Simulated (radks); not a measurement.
These are the eigenvalues of the occupied orbitals of an atom or ion with whole-number occupations (eV). Calculated with a radial shooting solver on a logarithmic mesh with Libxc functionals: scalar-relativistic Kohn-Sham, PBE, spin-unpolarised, spherical densities, finite nucleus; Fermi nuclear charge, rms radius of each element as measured or else 0.836 A^(1/3) + 0.57 fm.

1s: -6572.539
2s: -891.2063
2p: -777.2570
3s: -215.8190
3p: -182.9670

Which element is it, and in what charge state? The configuration may be excited.

Answer. Z = 25, manganese, charge +7: Mn7+ in [Ar]. The list shows which subshells hold electrons but not how many an open one holds; the 1s level, -241.54 hartree, gives Z - s = 22.0 by -(Z - s)^2/2, which with screening and relativity narrows Z to a few neighbours, and the depths of the outer levels then fix element, charge and occupations together.
